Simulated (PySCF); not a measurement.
## Radial density of Be (beryllium, neutral)

M06-2X, [He] 2s2, closed-shell 1S. Calculation: PySCF 2.14, in Sapporo-DZP-2012 (4s2p, 10 functions); scalar relativity by spin-free X2C-1e.

| r (bohr) | 4πr²ρ (e/bohr) |
| --- | --- |
| 0.00780 | 0.02481 |
| 0.0131 | 0.06839 |
| 0.0221 | 0.1815 |
| 0.0371 | 0.4530 |
| 0.0624 | 1.052 |
| 0.105 | 2.127 |
| 0.177 | 3.466 |
| 0.297 | 3.921 |
| 0.500 | 2.476 |
| 0.841 | 0.7171 |
| 1.41 | 0.6202 |
| 2.38 | 0.7824 |
| 4.00 | 0.2331 |
| 6.73 | 0.01245 |

Densities and radii are taken from the X2C orbitals without a picture-change correction, which distorts them close to the nucleus.
